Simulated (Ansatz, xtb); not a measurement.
Worked example: CH2Cl2 + C2H5I → CH2ClI + C2H5Cl

Species: CH2Cl2 (dichloromethane) `ClCCl`, singlet; C2H5I (iodoethane) `CCI`, singlet; CH2ClI (chloroiodomethane) `ClCI`, singlet; C2H5Cl (chloroethane) `CCCl`, singlet. The partners trade Cl for I; both sit on C, so the bond types are kept.

Shapes, held fixed at every level: PBE0-D4/def2-TZVP. Programs: Ansatz 0.2.0, xtb 6.7.1. The zero-point and thermal change to 298 K, harmonic and unscaled (PBE0-D4/def2-TZVP), is 0.0 kJ/mol.

At CCSD(T)/def2-TZVPP; 1 Eh = 2625.50 kJ/mol:

| species | energy (Eh) |
| --- | --- |
| CH2Cl2 | -958.682638 |
| C2H5I | -376.217188 |
| CH2ClI | -796.094860 |
| C2H5Cl | -538.804039 |

Work out ΔH(298 K) of the reaction at this level.


1. Products less reactants: (-796.094860) + (-538.804039) − [(-958.682638) + (-376.217188)] = 0.000927 Eh = +2.4 kJ/mol.
2. With the thermal change: +2.4 + (0.0) = +2.4 kJ/mol.

Other levels give +1.4 (PBE-D4/def2-TZVPP) to +3.0 kJ/mol (CCSD/def2-SVP). No measured value is set beside it here. For atoms past krypton def2 sets carry core potentials with scalar relativity. Correlated rows may include outer-core shells of I, which these sets cover unevenly.
